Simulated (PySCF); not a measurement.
Spinor energies of Se³⁺ (selenium, charge +3)

Start: [Ar] 3d10 4s1 4p1 5s1; 4s1/2 filled at m_j = +1/2; 4p3/2 filled at m_j = +3/2; 5s1/2 filled at m_j = +1/2. Calculated with PySCF 2.14 in x2c-TZVPall-2c with one added diffuse shell each of s, p, d type (7s8p5d1f, 63 functions): generalised Hartree-Fock with the X2C-1e Hamiltonian and a Gaussian nucleus; one run each with spin-orbit coupling (SO) switched off, then screened by Boettger's factors. This is a chosen level, not necessarily the ground level.

```
spinor shell  electrons  ε, spin-free (eV)  ε, screened SO (eV)  weight of nominal j (screened SO)  rms radius, screened SO (bohr)
       1s1/2          2           -12782.8             -12782.5                              1.000                          0.0508
       2s1/2          2            -1740.9              -1740.8                              1.000                           0.212
       2p1/2          2            -1531.5              -1560.2                              1.000                           0.187
       2p3/2          4            -1531.5              -1517.9                              1.000                           0.190
       3s1/2          2            -294.56              -294.60                              1.000                           0.612
       3p1/2          2            -226.73              -230.94                              0.997                           0.628
       3p3/2          4            -226.73              -224.79                              0.999                           0.638
       3d3/2          4            -114.49              -115.14                              0.919                           0.686
       3d5/2          6            -114.49              -114.13                              0.946                           0.688
       4s1/2          1            -62.190              -62.205                              1.000                            1.70
       4p3/2          1            -47.758              -47.551                              1.000                            1.95
       5s1/2          1            -23.201              -23.209                              0.998                            3.92
```

```tsv
quantity	spin-free	screened SO
E (hartree)	-2424.72824	-2424.83564
M_J	5/2	5/2
⟨J²⟩	8.765	8.764
⟨L²⟩	2.014	2.016
⟨S²⟩	3.751	3.753
```

Each row is a mean over spinors that exchange with the open shell spreads, by up to 1.431 eV (3s1/2).

Without spin-orbit coupling the j labels of p, d and f shells carry no meaning; the spin-free column gives the mean over the occupied spinors of each nl shell.
